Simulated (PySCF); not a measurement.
F3GeH3OSi, SMILES [F][Ge]([F])([F])[O][SiH3]. Atoms are numbered in the order given.

```xyz
9

F      1.6596    -0.3350    -1.2425
Ge     0.6169     0.0709     0.0462
F      1.4465    -0.2669     1.4989
F      0.3172     1.7560    -0.0190
O     -0.8598    -0.8048    -0.0469
Si    -2.4876    -0.3843    -0.1839
H     -2.7053     0.3822    -1.4424
H     -2.8941     0.4426     0.9866
H     -3.2451    -1.6611    -0.2110
```
Charge 0, spin multiplicity 1.

The structure is a stationary point at r2SCAN-D4/def2-SVP. The values are those of a single conformer.

Two levels are set side by side: PBE/pcSseg-1 (PySCF) and KT2/pcSseg-1 (PySCF). GIAO shifts against CFCl3 (¹⁹F), GeH4 (⁷³Ge), H2O (¹⁷O), TMS (²⁹Si), TMS (¹H) at the same level; non-relativistic, no solvent, atoms listed together averaged. Differences are taken from unrounded values.

```
quantity                       KT2     PBE  PBE minus KT2
--------------------------  ------  ------  -------------
δ(¹⁹F) of F1, F3, F4 (ppm)  -179.7  -174.8            4.9
δ(⁷³Ge) of Ge2 (ppm)         229.0   233.2            4.2
δ(¹⁷O) of O5 (ppm)            50.1    54.2            4.1
δ(²⁹Si) of Si6 (ppm)         -16.0   -20.0           -4.0
```

Rough cost on one machine, each run with all the roots and properties that it gave: KT2 against PBE within a factor of 2.
